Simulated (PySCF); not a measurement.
C4H10Si2, SMILES C1=CC[SiH2][Si@H]1C. Atoms are numbered in the order given.

```xyz
16

C      2.5616     0.0082     0.5429
Si     0.9709    -0.5202    -0.3438
C     -0.2763    -1.3498     0.8089
C     -1.5013    -0.7852     0.9568
C     -1.9681     0.4661     0.2450
Si    -0.5621     1.1817    -0.8649
H      3.0981    -0.8753     0.9457
H      3.2443     0.5360    -0.1532
H      2.3297     0.6885     1.3865
H      1.3339    -1.4196    -1.5011
H     -0.0519    -2.2707     1.3769
H     -2.2378    -1.2555     1.6386
H     -2.8668     0.2375    -0.3708
H     -2.3153     1.2210     0.9850
H     -0.9964     1.2826    -2.3034
H     -0.1568     2.5590    -0.4042
```

The structure is a stationary point at PBE-D3(BJ)/def2-SVP. The structure was generated by enumeration; whether it is a known compound was not checked. The values are those of a single conformer.

Computed with PySCF 2.14.0 with PBE-D3(BJ)/def2-SVP.

Frequencies are harmonic and unscaled.

```csv
mode,ν (cm⁻¹),IR (km/mol),moving atoms (share of kinetic energy)
1,31,1.0,"C 48 %, H 44 %, Si 8 %"
2,138,0.9,"H 35 %, C 35 %, Si 30 %"
3,154,0.0,H 97 %
4,158,0.5,"C 46 %, H 36 %, Si 18 %"
5,325,5.6,"Si 51 %, C 40 %, H 9 %"
6,336,2.0,"C 50 %, H 44 %"
7,412,2.8,"Si 58 %, H 33 %, C 9 %"
8,438,3.5,"H 55 %, Si 41 %"
9,529,11.3,"H 87 %, C 10 %"
10,556,17.9,"C 61 %, Si 26 %, H 13 %"
11,623,4.4,"H 75 %, C 20 %"
12,631,4.4,"H 57 %, C 34 %, Si 9 %"
13,648,7.7,"H 65 %, C 30 %"
14,665,93.3,"H 69 %, C 16 %, Si 15 %"
15,694,11.5,"H 46 %, C 36 %, Si 18 %"
16,728,49.8,"H 53 %, Si 25 %, C 22 %"
17,742,63.7,"H 67 %, C 26 %"
18,805,0.1,"H 67 %, C 30 %"
19,827,49.4,"H 46 %, C 38 %, Si 16 %"
20,865,100.7,"H 80 %, C 14 %"
21,900,73.5,"H 87 %, C 9 %"
22,922,10.4,"H 57 %, C 42 %"
23,965,0.3,"H 83 %, C 17 %"
24,1079,9.1,"H 90 %, C 10 %"
25,1098,6.3,"H 83 %, C 16 %"
26,1195,0.9,"H 56 %, C 44 %"
27,1209,9.1,"H 80 %, C 20 %"
28,1294,1.1,"H 69 %, C 31 %"
29,1351,9.1,"H 91 %, C 9 %"
30,1382,4.3,H 96 %
31,1383,3.2,H 96 %
32,1600,42.8,C 94 %
33,2128,108.0,H 97 %
34,2143,86.5,H 97 %
35,2156,114.2,H 96 %
36,2967,7.7,H 94 %
37,2975,5.3,H 97 %
38,3007,2.6,"H 91 %, C 9 %"
39,3035,23.4,H 92 %
40,3074,2.5,"H 91 %, C 9 %"
41,3083,2.2,"H 91 %, C 9 %"
42,3084,13.3,"H 91 %, C 9 %"
```
